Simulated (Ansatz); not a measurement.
Total energies of [Cu(NH3)3F]+ (CuN₃FH₉⁺) from Ansatz at PBE0-D4/def2-TZVP, gas phase (1 Eh = 27.2114 eV = 2625.5 kJ/mol). The reference geometry is relaxed at PBE-D4/def2-SVP.

| atom | x (Å) | y (Å) | z (Å) |
| --- | --- | --- | --- |
| Cu1 | 0.225 | -0.199 | 0.040 |
| N2 | 0.505 | -0.746 | -1.921 |
| H3 | -0.252 | -1.232 | -2.423 |
| H4 | 1.233 | -1.441 | -1.668 |
| H5 | 0.923 | -0.064 | -2.570 |
| N6 | -1.279 | 1.170 | -0.246 |
| H7 | -1.234 | 1.966 | 0.408 |
| H8 | -2.212 | 0.748 | -0.112 |
| H9 | -1.290 | 1.579 | -1.193 |
| N10 | 0.372 | -0.042 | 2.085 |
| H11 | -0.426 | -0.313 | 2.677 |
| H12 | 0.776 | 0.818 | 2.482 |
| H13 | 1.091 | -0.789 | 2.135 |
| F14 | 1.569 | -1.455 | 0.306 |

```json
{"state": "charge 1 doublet", "geometry": "reference", "energy (Eh)": "-1909.49559"}
{"state": "charge 2 singlet", "geometry": "reference", "energy (Eh)": "-1908.98366"}
{"state": "charge 0 singlet", "geometry": "reference", "energy (Eh)": "-1909.67277"}
{"state": "charge 0 singlet", "geometry": "relaxed at PBE-D4/def2-SVP", "energy (Eh)": "-1909.71226"}
```

**Question.** Work out the vertical ionisation energy to the singlet.

**Answer.** E(charge 2 singlet) − E(charge 1 doublet) = -1908.98366 − (-1909.49559) = 0.51193 Eh = 13.93 eV. For comparison, −ε of the highest occupied level of the spin that leaves is 11.97 eV at this level, 1.96 eV less.

**Question.** Work out the vertical electron affinity, to the singlet.

**Answer.** E(charge 1 doublet) − E(charge 0 singlet) = -1909.49559 − (-1909.67277) = 0.17718 Eh = 4.82 eV.

**Question.** Give the fundamental gap IE − EA, the Mulliken electronegativity (IE + EA)/2 and the hardness (IE − EA)/2.

**Answer.** From the values in Eh: IE − EA = 0.51193 − 0.17718 = 0.33475 Eh = 9.11 eV; (IE + EA)/2 = 9.38 eV; (IE − EA)/2 = 4.55 eV.

**Question.** How much does the charge 0 singlet relax, and what is the adiabatic electron affinity?

**Answer.** Relaxation: -1909.67277 − (-1909.71226) = 0.03949 Eh = 1.07 eV. Adiabatic electron affinity: 0.21667 Eh = 5.90 eV, without zero-point energy. Bonds change on the way (1 lost, 0 formed), so the relaxed form is another species.
